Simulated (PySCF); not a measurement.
# PBE0 on Ti⁺ (titanium, charge +1)

Configuration: [Ar] 3d1 4s1 4p1, one real determinant (an excited configuration). Computed with PySCF 2.14 in aug-cc-pVDZ (7s6p4d2f, 59 functions), with no relativity, point nucleus.

- Total energy: -848.648 hartree
- One-electron energy: -1150.540 hartree
- Hartree (Coulomb) energy: 343.192 hartree
- Exchange-correlation energy: -41.300 hartree
- Kinetic energy: 846.75566 hartree
- ⟨S²⟩: 3.7505
- ⟨L²⟩: 8.017
- Sum of ⟨r⟩: 18.86 bohr
- Sum of ⟨r²⟩: 37.75 bohr²
- Traceless quadrupole moment −½Σ⟨3z² − r²⟩ along its main axis: -5.66 e·bohr²
- Density at the nucleus (Gaussians lack the cusp): 7080 bohr⁻³
- Spin density at the nucleus: 4.22 bohr⁻³
- Langevin diamagnetic susceptibility: -29.9 ×10⁻⁶ cm³/mol

```json
{"shell": "1s α", "electrons": "1", "mean orbital energy (hartree)": "-179.76851", "spread (hartree)": "0", "rms radius, mean of both spins (bohr)": "0.0812"}
{"shell": "1s β", "electrons": "1", "mean orbital energy (hartree)": "-179.76493", "spread (hartree)": "0", "rms radius, mean of both spins (bohr)": "0.0812"}
{"shell": "2s α", "electrons": "1", "mean orbital energy (hartree)": "-20.65667", "spread (hartree)": "0", "rms radius, mean of both spins (bohr)": "0.355"}
{"shell": "2s β", "electrons": "1", "mean orbital energy (hartree)": "-20.63878", "spread (hartree)": "0", "rms radius, mean of both spins (bohr)": "0.355"}
{"shell": "2p α", "electrons": "3", "mean orbital energy (hartree)": "-17.33589", "spread (hartree)": "0.01181", "rms radius, mean of both spins (bohr)": "0.322"}
{"shell": "2p β", "electrons": "3", "mean orbital energy (hartree)": "-17.32049", "spread (hartree)": "0.02268", "rms radius, mean of both spins (bohr)": "0.322"}
{"shell": "3s α", "electrons": "1", "mean orbital energy (hartree)": "-3.01453", "spread (hartree)": "0", "rms radius, mean of both spins (bohr)": "1.07"}
{"shell": "3s β", "electrons": "1", "mean orbital energy (hartree)": "-2.96036", "spread (hartree)": "0", "rms radius, mean of both spins (bohr)": "1.07"}
{"shell": "3p α", "electrons": "3", "mean orbital energy (hartree)": "-2.09395", "spread (hartree)": "0.00346", "rms radius, mean of both spins (bohr)": "1.18"}
{"shell": "3p β", "electrons": "3", "mean orbital energy (hartree)": "-2.03749", "spread (hartree)": "0.04494", "rms radius, mean of both spins (bohr)": "1.18"}
{"shell": "3d α", "electrons": "1", "mean orbital energy (hartree)": "-0.76881", "spread (hartree)": "0", "rms radius, mean of both spins (bohr)": "1.45"}
{"shell": "4s α", "electrons": "1", "mean orbital energy (hartree)": "-0.51677", "spread (hartree)": "0", "rms radius, mean of both spins (bohr)": "3.16"}
{"shell": "4p α", "electrons": "1", "mean orbital energy (hartree)": "-0.36100", "spread (hartree)": "0", "rms radius, mean of both spins (bohr)": "3.76"}
```

⟨L²⟩ = 8.02 against 12 for a pure F term, so this real determinant mixes terms.
